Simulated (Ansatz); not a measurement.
Computed with Ansatz on PBE0-D4/def2-TZVP structures; ΔE is electronic, products minus reactants. CCSD(T)/CBS adds triple-zeta CCSD(T) − MP2 to the extrapolated MP2 energy (def2 sets, frozen cores). Elements past krypton have def2 core potentials. For I outer-core shells are correlated without core-valence functions, which leaves a few kJ/mol of doubt a bond. Each species was taken in one conformer, which may not be the lowest.

Consider the substitution at a C–C bond: `CC(F)I` + `CO[SiH2]S[SiH2]O` → `CO[SiH2]S[SiH2]OC` + `FCI`.

```json
{"species": "`CC(F)I`", "CCSD(T)/CBS(def2) energy (Eh)": "-475.73937"}
{"species": "`CO[SiH2]S[SiH2]O`", "CCSD(T)/CBS(def2) energy (Eh)": "-1169.28742"}
{"species": "`CO[SiH2]S[SiH2]OC`", "CCSD(T)/CBS(def2) energy (Eh)": "-1208.52108"}
{"species": "`FCI`", "CCSD(T)/CBS(def2) energy (Eh)": "-436.46970"}
```

Problem. Work out ΔE.

Solution. ΔE = (-1208.52108) + (-436.46970) − (-475.73937) − (-1169.28742) = 0.03601 Eh = +22.6 kcal/mol.

Largest T1 diagnostic among the species: 0.012.

In def2-TZVPP, CCSD(T) changes the Hartree–Fock value by +4.5 kcal/mol (the triples alone add +0.7 kcal/mol) and MP2 by +6.4 kcal/mol.
